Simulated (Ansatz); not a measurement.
Molecule: C₃H₈N, charge 0, multiplicity 2. It need not be the lowest isomer of its formula. 
Coordinates optimised at B3LYP-D3(BJ)/def2-TZVP (Ansatz, a program for electronic structure):
```xyz
12

C     -1.8123     0.1248     0.2286
C     -0.4915    -0.4921    -0.2022
N      0.6328     0.3349     0.2004
C      1.9019     0.0352    -0.2574
H     -1.9389     1.1166    -0.2076
H     -2.6484    -0.5021    -0.0844
H     -1.8629     0.2226     1.3163
H     -0.4006    -1.5112     0.2010
H     -0.4567    -0.5821    -1.2912
H      0.5901     0.6325     1.1647
H      1.9787    -0.3359    -1.2700
H      2.7200     0.6079     0.1542
```
Charge 0, spin multiplicity 2.

Parts of the frozen-core correlation energy in cc-pVTZ (Ansatz, hartree). Frozen orbitals: 4; correlated occupied orbitals by spin: 13 and 12; virtual: 215 and 216. UHF or UKS for open shells. No spin-orbit coupling. No relativistic terms.

```tsv
term	value
reference (HF)	-172.72028
MP2 opposite-spin	-0.55464
MP2 same-spin	-0.16226
CCSD correlation	-0.76169
(T)	-0.02930
T1 diagnostic	0.014
largest doubles amplitude	0.013
<S^2> of the reference	0.763
```
